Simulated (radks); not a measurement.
The platinum ion Pt3+, configuration [Xe] 4f14 5d6 6s1 (not the ground configuration).

Calculated with a radial shooting solver on a logarithmic mesh with Libxc functionals: scalar-relativistic Kohn-Sham, r2SCAN, spin-polarised, spherical densities, finite nucleus; open shells are filled with parallel spins first (spin-orbit coupling, left out, can overturn this in heavy ions); meta-GGA in the generalised Kohn-Sham scheme; Fermi nuclear charge, rms radius 5.427 fm.

Energy parts (hartree):
total: -18409.4129
kinetic: 20523.1613
electron-nucleus: -45632.9011
Hartree: 7053.8828
exchange-correlation: -353.5558

Orbitals (lengths in bohr, moments of r in powers of bohr; <r^-3> diverges for s and p1/2; r(max) is where P^2 peaks):
| orbital | occ. | eigenvalue (hartree) | <r^2> | r(max) | <r^-3> | <r> |
|---|---|---|---|---|---|---|
| 1s up | 1 | -2886.164 | 0.0004063 | 0.01062 | - | 0.01715 |
| 1s down | 1 | -2886.163 | 0.0004063 | 0.01062 | - | 0.01715 |
| 2s up | 1 | -509.2784 | 0.006201 | 0.06120 | - | 0.07235 |
| 2s down | 1 | -509.2604 | 0.006201 | 0.06120 | - | 0.07234 |
| 2p up | 3 | -441.5324 | 0.005203 | 0.05059 | 24240 | 0.06523 |
| 2p down | 3 | -441.5182 | 0.005203 | 0.05059 | 24250 | 0.06523 |
| 3s up | 1 | -121.1416 | 0.03997 | 0.1724 | - | 0.1869 |
| 3s down | 1 | -121.1388 | 0.03997 | 0.1724 | - | 0.1869 |
| 3p up | 3 | -101.3242 | 0.04101 | 0.1716 | 5533 | 0.1880 |
| 3p down | 3 | -101.3199 | 0.04101 | 0.1716 | 5533 | 0.1880 |
| 3d up | 5 | -79.77766 | 0.03403 | 0.1400 | 689.8 | 0.1705 |
| 3d down | 5 | -79.76648 | 0.03403 | 0.1400 | 689.8 | 0.1705 |
| 4s up | 1 | -27.41714 | 0.1943 | 0.3898 | - | 0.4150 |
| 4s down | 1 | -27.40119 | 0.1944 | 0.3899 | - | 0.4151 |
| 4p up | 3 | -20.88865 | 0.2216 | 0.4098 | 1317 | 0.4416 |
| 4p down | 3 | -20.87450 | 0.2216 | 0.4099 | 1316 | 0.4416 |
| 4d up | 5 | -12.91611 | 0.2533 | 0.4181 | 143.4 | 0.4681 |
| 4d down | 5 | -12.89904 | 0.2531 | 0.4182 | 143.3 | 0.4680 |
| 4f up | 7 | -4.07516 | 0.3248 | 0.3861 | 27.07 | 0.5163 |
| 4f down | 7 | -4.05002 | 0.3208 | 0.3860 | 27.20 | 0.5138 |
| 5s up | 1 | -5.30652 | 1.018 | 0.8705 | - | 0.9529 |
| 5s down | 1 | -5.20183 | 1.002 | 0.8668 | - | 0.9456 |
| 5p up | 3 | -3.58916 | 1.347 | 0.9761 | 217.6 | 1.093 |
| 5p down | 3 | -3.45660 | 1.316 | 0.9696 | 224.7 | 1.081 |
| 5d up | 5 | -1.60516 | 2.429 | 1.215 | 14.83 | 1.453 |
| 5d down | 1 | -1.43707 | 2.418 | 1.198 | 15.39 | 1.446 |
| 6s up | 1 | -1.29611 | 5.638 | 2.059 | - | 2.248 |
| 6s down | 0 | -1.13229 | 6.161 | 2.118 | - | 2.348 |

The highest occupied level is 6s up at -35.269 eV. Spin moment in Bohr magnetons: 5. The density falls to 0.001 e/bohr^3 at r = 3.54 bohr. The electron density at the nucleus is 2.116e+06 e/bohr^3 (large components only). The spin density at the nucleus is 211.9 e/bohr^3 (1s 1.1, 2s -4.2, 3s 1.5, 4s 7.6, 5s -31.6, 6s 237.5).

Run on one thread of a shared host, so times are rough (Intel(R) Xeon(R) Platinum 8375C CPU @ 2.90GHz): 0.26 s of CPU time, 0.26 s wall, 12 iterations on 2259 mesh points.
